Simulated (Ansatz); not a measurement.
Consider the redistribution: `[NH2][Al]([F])[SiH3]` + `C[S][AlH][Cl]` → `C[S][Al]([F])[SiH3]` + `[NH2][AlH][Cl]`.

Gas-phase electronic energies from Ansatz, PBE0-D4/def2-TZVP geometries. CBS: MP2 limit from def2 TZ/QZ plus the TZ coupled-cluster correction, frozen cores. DFT in def2-TZVPP. B3LYP here is the variant with VWN-RPA as its local correlation; programs differ in this. One conformer a species, not always the lowest.

Is it downhill or uphill in electronic energy at CCSD(T)/CBS, and by how much? (Estimate.)

Computed: Nearly level: ΔE = -0.6 kJ/mol.

What do these levels give: PBE0-D4, B3LYP-D4, ωB97X-V, ωB97M-V, B2PLYP, r2SCAN, PBE0, MP2/def2-TZVPP, SCS-MP2/def2-TZVPP, SCS-MP2/def2-QZVPP, HF/CBS(def2), CCSD/CBS(def2)? (An estimate is asked.)

The calculation gave: PBE0-D4 -0.8, B3LYP-D4 -1.1, ωB97X-V -0.6, ωB97M-V -0.9, B2PLYP 0.2, r2SCAN -0.4, PBE0 0.5, MP2/def2-TZVPP -0.5, SCS-MP2/def2-TZVPP -0.1, SCS-MP2/def2-QZVPP -0.2, HF/CBS(def2) 1.0, CCSD/CBS(def2) -0.1 kJ/mol.

Largest T1 diagnostic among the species: 0.013.
